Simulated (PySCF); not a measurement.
## Static response to an electric field

Species: C₇H₇F.
Geometry (GFN2-xTB, Å), atoms numbered from 1 in this order:
```
atom  x, y, z in Å
C1    -0.9821   -1.8852    1.9035
C2    -0.6553   -1.5282    0.8079
C3    -0.2623   -1.0764   -0.4896
C4     1.2039   -0.7771   -0.7622
C5     0.2227    0.3232   -0.6523
C6     0.0715    1.6104    0.0714
C7    -0.1743    1.5199   -1.4143
F8    -1.4626    1.6210   -1.8609
H9    -1.2759   -2.2113    2.8558
H10   -0.8475   -1.5011   -1.2987
H11    1.5996   -1.0293   -1.7356
H12    1.9025   -0.9149    0.0508
H13    0.9513    2.1376    0.4105
H14   -0.7923    1.7270    0.7097
H15    0.4963    1.9922   -2.1235
```

Level: CAM-B3LYP/def2-SVPD (PySCF), static field, nuclei fixed, core orbitals frozen in the response. The polarisability tensor in these axes (au):

```
x    67.86   2.24  -7.75
y     2.24  80.48 -12.06
z    -7.75 -12.06  82.91
```

Problem. Diagonalise the tensor; give its mean and Δα, where Δα² is half the sum of the squared differences of the eigenvalues.

Solution. Principal values 63.89, 71.62 and 95.73 au; mean 77.08 au = 11.42 Å³ = 12.71 × 10⁻⁴⁰ C²·m²/J; Δα = 28.77 au (37 % of the mean).

Problem. What is the dipole moment, and where does it point?

Solution. (2.00, 0.01, 0.27) D, 2.02 D in size, pointing from the negative to the positive side. Measured along this direction, the outermost atoms are F8 at the negative end and H12 at the positive end.

Problem. Rayleigh depolarisation ratio (linearly polarised light, static tensor)?

Solution. ρ = 3Δα²/(45ᾱ² + 4Δα²) = 2482.3/(267372 + 3309.8) = 0.00917.

Problem. Sum over states: ᾱ = Σ f/ω², ω in Eh. What share falls to these 8 lowest TDDFT singlets (eV, f)? 6.40, 0.0001; 6.68, 0.0328; 6.77, 0.0032; 7.38, 0.0347; 7.68, 0.0457; 7.78, 0.0289; 8.04, 0.0138; 8.17, 0.0208.

Solution. They add up to 2.39 au, 3.1 % of the 77.08 au; the largest single term is 0.57 au, from the state at 7.68 eV. Terms in order: 0.00, 0.55, 0.05, 0.47, 0.57, 0.35, 0.16, 0.23 au. Higher excitations give the rest. The strengths listed sum to 0.180.

Problem. What would n − 1 = 2πNα be for an ideal gas of these molecules at 298.15 K and 1 atm, electronic part alone?

Solution. N = p/kT = 2.4615 × 10¹⁹ cm⁻³, so n − 1 = 2π × N × 11.42 × 10⁻²⁴ cm³ = 1767 × 10⁻⁶ at long wavelengths.

Problem. Estimate the molar refractivity from the static electronic polarisability.

Solution. Lorentz–Lorenz: R = (4π/3)N_A α = 2.5225 cm³/(mol·Å³) × 11.42 Å³ = 28.8 cm³/mol, in the limit of long wavelengths.

Geometry: GFN2-xTB; no solvent, vibrations or thermal averaging.
